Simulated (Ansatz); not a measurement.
Nudged elastic band run: CH$_{7}$BrGaN

input.yaml

```yaml
crystal:
  periodic: [false, false, false]
  atoms:
    - { symbol: Ga, position_ang: [-0.507383, 0.259104, 0.349672] }
    - { symbol: Br, position_ang: [-0.101597, 1.765296, 2.057562] }
    - { symbol: C, position_ang: [-0.11598, 0.748159, -1.491329] }
    - { symbol: "N", position_ang: [-1.230843, -1.279904, 0.948452] }
    - { symbol: H, position_ang: [2.37376, 0.023134, 0.921682] }
    - { symbol: H, position_ang: [2.573634, -0.555684, 0.471738] }
    - { symbol: H, position_ang: [0.938915, 1.05097, -1.57898] }
    - { symbol: H, position_ang: [-0.738562, 1.607915, -1.785387] }
    - { symbol: H, position_ang: [-0.309915, -0.085698, -2.183089] }
    - { symbol: H, position_ang: [-1.469487, -2.070735, 0.360454] }
    - { symbol: H, position_ang: [-1.412443, -1.462558, 1.929427] }
basis:
  gaussian: { orbitals: def2-SVP }
hamiltonian:
  xc: r2scan
  dispersion: d4
neb:
  order_check: false
  images: 5
  f_tol: 0.05
  max_iterations: 60
  final_atoms:
    - { symbol: Ga, position_ang: [0.28480906, -0.47943087, 0.02175133] }
    - { symbol: Br, position_ang: [0.78483292, 2.32845969, 2.12689874] }
    - { symbol: C, position_ang: [-0.07011997, 0.58469012, -1.57712215] }
    - { symbol: "N", position_ang: [-0.9614426, -1.60651265, 0.69673086] }
    - { symbol: H, position_ang: [1.44691077, 1.11120868, 1.72932398] }
    - { symbol: H, position_ang: [1.65010219, -0.4910763, 0.81156321] }
    - { symbol: H, position_ang: [0.63928066, 0.32669873, -2.38047968] }
    - { symbol: H, position_ang: [0.06077267, 1.6551684, -1.35072641] }
    - { symbol: H, position_ang: [-1.09399689, 0.42809254, -1.95074977] }
    - { symbol: H, position_ang: [-1.9077384, -1.69053033, 0.34045763] }
    - { symbol: H, position_ang: [-0.83331141, -2.16676902, 1.53255426] }
  initial_path:
    images:
      - { positions_ang: [[-0.507383, 0.259104, 0.349672], [-0.101597, 1.765296, 2.057562], [-0.11598, 0.748159, -1.491329], [-1.230843, -1.279904, 0.948452], [2.37376, 0.023134, 0.921682], [2.573634, -0.555684, 0.471738], [0.938915, 1.05097, -1.57898], [-0.738562, 1.607915, -1.785387], [-0.309915, -0.085698, -2.183089], [-1.469487, -2.070735, 0.360454], [-1.412443, -1.462558, 1.929427]] }
      - { positions_ang: [[-0.38099452, 0.12474518, 0.2588025], [0.06170388, 1.75728986, 2.07681481], [-0.09114797, 0.75731344, -1.5689527], [-1.11388019, -1.38559945, 0.93815906], [2.11666543, 0.12309698, 1.08330274], [2.29986441, -0.50467369, 0.571374], [0.96101281, 0.99476533, -1.72464571], [-0.65511801, 1.66116883, -1.73747662], [-0.39808562, 0.00829387, -2.28163387], [-1.57819628, -2.02617641, 0.45347134], [-1.22172494, -1.51022495, 1.93098644]] }
      - { positions_ang: [[-0.25460603, -0.00961364, 0.16793301], [0.22500476, 1.74928373, 2.09606761], [-0.06631595, 0.76646787, -1.64657639], [-0.99691739, -1.49129489, 0.92786612], [1.85957085, 0.22305995, 1.24492349], [2.02609483, -0.45366337, 0.67101001], [0.98311063, 0.93856065, -1.87031141], [-0.57167401, 1.71442267, -1.68956624], [-0.48625625, 0.10228575, -2.38017875], [-1.68690556, -1.98161781, 0.54648868], [-1.03100688, -1.55789191, 1.93254588]] }
      - { positions_ang: [[-0.12821755, -0.14397246, 0.07706351], [0.38830564, 1.74127759, 2.11532042], [-0.04148392, 0.77562231, -1.72420009], [-0.87995458, -1.59699034, 0.91757318], [1.60247628, 0.32302293, 1.40654423], [1.75232524, -0.40265306, 0.77064601], [1.00520844, 0.88235598, -2.01597712], [-0.48823002, 1.7676765, -1.64165586], [-0.57442687, 0.19627762, -2.47872362], [-1.79561484, -1.93705922, 0.63950602], [-0.84028881, -1.60555886, 1.93410531]] }
      - { positions_ang: [[0.00945798, -0.25579193, 0.05862612], [0.5204814, 1.93700496, 2.11917986], [-0.05102927, 0.71197824, -1.67517411], [-0.90711725, -1.60016444, 0.84395908], [1.55062111, 0.58575152, 1.51413748], [1.71825089, -0.43212747, 0.78428508], [0.88323251, 0.69713689, -2.13747797], [-0.30522912, 1.7301738, -1.54467938], [-0.74761688, 0.27354926, -2.30273234], [-1.83298936, -1.85488292, 0.53982323], [-0.83796301, -1.79262891, 1.80025496]] }
      - { positions_ang: [[0.14713352, -0.3676114, 0.04018872], [0.65265716, 2.13273233, 2.1230393], [-0.06057462, 0.64833418, -1.62614813], [-0.93427993, -1.60333855, 0.77034497], [1.49876594, 0.8484801, 1.62173073], [1.68417654, -0.46160189, 0.79792414], [0.76125658, 0.51191781, -2.25897882], [-0.12222822, 1.6926711, -1.4477029], [-0.92080688, 0.3508209, -2.12674105], [-1.87036388, -1.77270662, 0.44014043], [-0.83563721, -1.97969896, 1.66640461]] }
      - { positions_ang: [[0.28480906, -0.47943087, 0.02175133], [0.78483292, 2.32845969, 2.12689874], [-0.07011997, 0.58469012, -1.57712215], [-0.9614426, -1.60651265, 0.69673086], [1.44691077, 1.11120868, 1.72932398], [1.65010219, -0.4910763, 0.81156321], [0.63928066, 0.32669873, -2.38047968], [0.06077267, 1.6551684, -1.35072641], [-1.09399689, 0.42809254, -1.95074977], [-1.9077384, -1.69053033, 0.34045763], [-0.83331141, -2.16676902, 1.53255426]] }
```

Launched with:

```bash
$ ansatz run input.yaml --threads 4 --pin off --max-ram 5120MiB --backend cpu --events-out ev --progress --plain --runs-dir out
```

Output, in part (warnings, iteration lines, the closing report on the highest movable image, with atoms numbered from 0):

```
NEB end point (image 0): max|allowed force component| = 2.817e-2 eV/Å (the criterion of neb.relax_end_points is 1.000e-2)
NEB end point (image 6): max|allowed force component| = 2.357e-2 eV/Å (the criterion of neb.relax_end_points is 1.000e-2)
NEB iter   1: max|band force component| = 4.158e0 eV/Å  barrier→ = 1.9899 eV  barrier← = 0.8486 eV  Δτ_max = 0.2000 Å  (204 SCF iters)
NEB iter   2: max|band force component| = 9.047e-1 eV/Å  barrier→ = 1.3599 eV  barrier← = 0.2186 eV  Δτ_max = 0.2000 Å  (172 SCF iters)
NEB iter   3: max|band force component| = 6.460e-1 eV/Å  barrier→ = 1.3113 eV  barrier← = 0.1700 eV  Δτ_max = 0.1013 Å  (150 SCF iters)
NEB iter   4: max|band force component| = 4.103e-1 eV/Å  barrier→ = 1.2991 eV  barrier← = 0.1578 eV  CI = image 4  Δτ_max = 0.1031 Å  (147 SCF iters)
NEB iter   5: max|band force component| = 2.741e-1 eV/Å  barrier→ = 1.3168 eV  barrier← = 0.1755 eV  CI = image 4  Δτ_max = 0.0401 Å  (145 SCF iters)
NEB iter   6: max|band force component| = 1.231e-1 eV/Å  barrier→ = 1.3137 eV  barrier← = 0.1724 eV  CI = image 4  Δτ_max = 0.0177 Å  (150 SCF iters)
NEB iter   7: max|band force component| = 6.395e-2 eV/Å  barrier→ = 1.3120 eV  barrier← = 0.1707 eV  CI = image 4  Δτ_max = 0.0102 Å  (151 SCF iters)
NEB iter   8: max|band force component| = 5.458e-2 eV/Å  barrier→ = 1.3115 eV  barrier← = 0.1703 eV  CI = image 4  Δτ_max = 0.0241 Å  (146 SCF iters)
NEB iter   9: max|band force component| = 2.838e-2 eV/Å  barrier→ = 1.3111 eV  barrier← = 0.1698 eV  CI = image 4  Δτ_max = 0.0000 Å  (294 SCF iters)
Total energy: -125046.86015531 eV, -4595.3873509015 hartree
Atom 0 at     0.127971    -0.247365     0.092820 Å, force     0.009074    -0.011043     0.023216 eV/Å
Atom 1 at     0.435603     1.833305     2.000892 Å, force     0.000358    -0.010344    -0.004643 eV/Å
Atom 2 at    -0.012587     0.682685    -1.607607 Å, force    -0.001745     0.010108    -0.028450 eV/Å
Atom 3 at    -0.869999    -1.595966     0.787993 Å, force    -0.001805     0.007189    -0.001943 eV/Å
Atom 4 at     1.339532     0.573293     1.404307 Å, force    -0.000928     0.004538     0.003827 eV/Å
Atom 5 at     1.653023    -0.312423     0.802079 Å, force    -0.004435     0.005649    -0.003328 eV/Å
Atom 6 at     0.920393     0.575635    -2.181172 Å, force    -0.004426    -0.003596     0.004451 eV/Å
Atom 7 at    -0.191012     1.753169    -1.430954 Å, force     0.002758    -0.001941    -0.000042 eV/Å
Atom 8 at    -0.841788     0.274281    -2.204902 Å, force     0.001294     0.003576     0.007268 eV/Å
Atom 9 at    -1.869025    -1.620859     0.600667 Å, force     0.002620    -0.003925     0.002674 eV/Å
Atom 10 at    -0.692011    -1.915755     1.736079 Å, force    -0.002765    -0.000210    -0.003030 eV/Å
Dipole moment:    -0.159156    -0.338454    -0.284648 e Å
```

It converged. A vibrational analysis at the climbing image gives 2 clearly imaginary modes (357i, 48i cm⁻¹): a point of higher order, so a lower path passes nearby. The orbitals stay closed-shell, which can raise the energy where a bond breaks towards radicals; this wasn't checked here.

Final band (atoms are numbered from 1 in the order of the input):

```json
{"image": "0", "path coordinate (Å)": "0.00", "energy (eV)": "0.00", "Ga1–Br2 (Å)": "2.31", "H5–H6 (Å)": "0.76", "Ga1–H6 (Å)": "3.19"}
{"image": "1", "path coordinate (Å)": "0.81", "energy (eV)": "0.01", "Ga1–Br2 (Å)": "2.31", "H5–H6 (Å)": "0.76", "Ga1–H6 (Å)": "3.03"}
{"image": "2", "path coordinate (Å)": "1.63", "energy (eV)": "0.11", "Ga1–Br2 (Å)": "2.33", "H5–H6 (Å)": "0.76", "Ga1–H6 (Å)": "2.56"}
{"image": "3", "path coordinate (Å)": "2.44", "energy (eV)": "0.50", "Ga1–Br2 (Å)": "2.42", "H5–H6 (Å)": "0.79", "Ga1–H6 (Å)": "2.10"}
{"image": "4", "path coordinate (Å)": "3.26", "energy (eV)": "1.31", "Ga1–Br2 (Å)": "2.84", "H5–H6 (Å)": "1.12", "Ga1–H6 (Å)": "1.68"}
{"image": "5", "path coordinate (Å)": "3.95", "energy (eV)": "1.16", "Ga1–Br2 (Å)": "3.33", "H5–H6 (Å)": "1.66", "Ga1–H6 (Å)": "1.59"}
{"image": "6", "path coordinate (Å)": "4.64", "energy (eV)": "1.14", "Ga1–Br2 (Å)": "3.54", "H5–H6 (Å)": "1.86", "Ga1–H6 (Å)": "1.58"}
```

Time of the run: 4 min on 4 threads of Arm Neoverse N1, with other jobs on the host, peak memory 0.24 GiB.
